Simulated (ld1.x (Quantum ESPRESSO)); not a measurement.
## An all-electron radial function and its pseudo partner (Mg (Z = 12))

Columns: radius, all-electron u(r) and pseudo u(r) of the 2s shell (level -79.55 eV) of magnesium in the configuration [He] 2s2 2p6 3s2 3p0; PBE, non-relativistic, TM scheme, ld1.x (Quantum ESPRESSO) 7.5.

```json
{"r (bohr)": "0.040", "all-electron": "0.4893", "pseudo": "-0.0997"}
{"r (bohr)": "0.080", "all-electron": "0.5467", "pseudo": "-0.2003"}
{"r (bohr)": "0.120", "all-electron": "0.3881", "pseudo": "-0.3026"}
{"r (bohr)": "0.160", "all-electron": "0.1369", "pseudo": "-0.4073"}
{"r (bohr)": "0.200", "all-electron": "-0.1379", "pseudo": "-0.5149"}
{"r (bohr)": "0.240", "all-electron": "-0.3990", "pseudo": "-0.6253"}
{"r (bohr)": "0.280", "all-electron": "-0.6285", "pseudo": "-0.7371"}
{"r (bohr)": "0.320", "all-electron": "-0.8189", "pseudo": "-0.8480"}
{"r (bohr)": "0.360", "all-electron": "-0.9692", "pseudo": "-0.9537"}
{"r (bohr)": "0.400", "all-electron": "-1.0814", "pseudo": "-1.0489"}
{"r (bohr)": "0.440", "all-electron": "-1.1595", "pseudo": "-1.1279"}
{"r (bohr)": "0.480", "all-electron": "-1.2082", "pseudo": "-1.1858"}
{"r (bohr)": "0.520", "all-electron": "-1.2321", "pseudo": "-1.2201"}
{"r (bohr)": "0.560", "all-electron": "-1.2359", "pseudo": "-1.2312"}
{"r (bohr)": "0.600", "all-electron": "-1.2236", "pseudo": "-1.2224"}
{"r (bohr)": "0.640", "all-electron": "-1.1984", "pseudo": "-1.1983"}
{"r (bohr)": "0.680", "all-electron": "-1.1636", "pseudo": "-1.1636"}
{"r (bohr)": "0.720", "all-electron": "-1.1216", "pseudo": "-1.1216"}
{"r (bohr)": "0.760", "all-electron": "-1.0746", "pseudo": "-1.0746"}
{"r (bohr)": "0.800", "all-electron": "-1.0242", "pseudo": "-1.0242"}
{"r (bohr)": "0.840", "all-electron": "-0.9717", "pseudo": "-0.9717"}
{"r (bohr)": "0.880", "all-electron": "-0.9184", "pseudo": "-0.9184"}
{"r (bohr)": "0.920", "all-electron": "-0.8651", "pseudo": "-0.8651"}
{"r (bohr)": "0.960", "all-electron": "-0.8125", "pseudo": "-0.8125"}
{"r (bohr)": "1.000", "all-electron": "-0.7611", "pseudo": "-0.7611"}
{"r (bohr)": "1.040", "all-electron": "-0.7113", "pseudo": "-0.7113"}
```

Q: How many radial nodes do the two functions have?

A: The all-electron 2s function has n − l − 1 = 1; the pseudo-wave has 0, since the states of the same l below it are removed with the core.

Q: At about which radius was the pseudo-wave matched?

A: 0.70 bohr. The columns agree to 0.0005 from 0.64 bohr on; several derivatives are matched, so the curves merge somewhat inside the radius.

Q: Where does each function peak?

A: Outermost all-electron maximum near 0.56 bohr, pseudo maximum near 0.56 bohr (to the table’s step).

Q: Is the pseudo-wave norm-conserving?

A: Yes: the TM scheme keeps the norm inside the radius equal to the all-electron one, which fixes the energy derivative of the logarithmic derivative at the level.
